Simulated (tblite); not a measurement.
C₃H₁₀N₂Si.
Structure used (GFN2-xTB), in Å, numbered top down from 1:
```xyz
16
C3H10N2Si angstrom
C      3.0255    1.0714    0.4026
N      2.0497    0.2962    0.3733
Si     1.0471   -0.3533   -0.8673
C     -0.7041    0.2267   -0.3981
C     -1.4990   -0.8464    0.3515
N     -2.8300   -0.4386    0.7643
H      3.4744    1.3306    1.3592
H      3.4871    1.5284   -0.4779
H      1.3411    0.0319   -2.2569
H      1.2176   -1.7955   -0.6983
H     -0.6486    1.1207    0.2277
H     -1.2558    0.5058   -1.2989
H     -1.6112   -1.7285   -0.2847
H     -0.9555   -1.1463    1.2502
H     -2.7712    0.3600    1.3884
H     -3.3749   -0.1542   -0.0440
```

Calculated harmonic vibrations of the isolated species, GFN2-xTB (tblite), most abundant isotopes, no scaling. This tight-binding method is rough: wavenumbers can miss measured ones by several per cent, in bad cases by 10 to 20. Modes of hydrogen on silicon can be 10 to 20 % off. One conformer, not necessarily the lowest. The optimisation stopped once no atom felt more than 0.01 eV/Å.

Lowest wavenumbers of the output (negative numbers stand for imaginary wavenumbers):
```
mode    cm-1
  1     -39.1
  2      73.3
  3     106.0
  4     188.5
  5     208.1
  6     248.5
  7     311.4
  8     367.5
  9     462.0
 10     521.3
 11     585.5
 12     697.4
 13     726.6
 14     758.7
 15     793.5
```

Task: Is this structure a minimum?

Result: Not by this Hessian. 1 mode is imaginary beyond 20i (39i cm⁻¹), so at this level the point lies at or near a first-order saddle. The curvature is small, so loose convergence or finite differences may be the whole cause.

Task: Which atoms move in the imaginary mode?

Result: 39i: C4 (sp3 carbon bound to silicon) 14 %, C5 (sp3 carbon bound to nitrogen) 14 %, C1 (C=N carbon) 13 %. These are shares of the mass-weighted motion.

Task: What is the remedy?

Result: Step along that mode in both directions, optimise again with tighter thresholds and repeat the frequencies. The zero-point energy of this point (79.9 kcal/mol) counts the 41 real modes alone, and thermal corrections from it aren't those of a minimum.

Time: 0.73 s of wall time. Hardware: one thread of an Arm Neoverse N1 (shared host). The figure is for the frequency step alone.
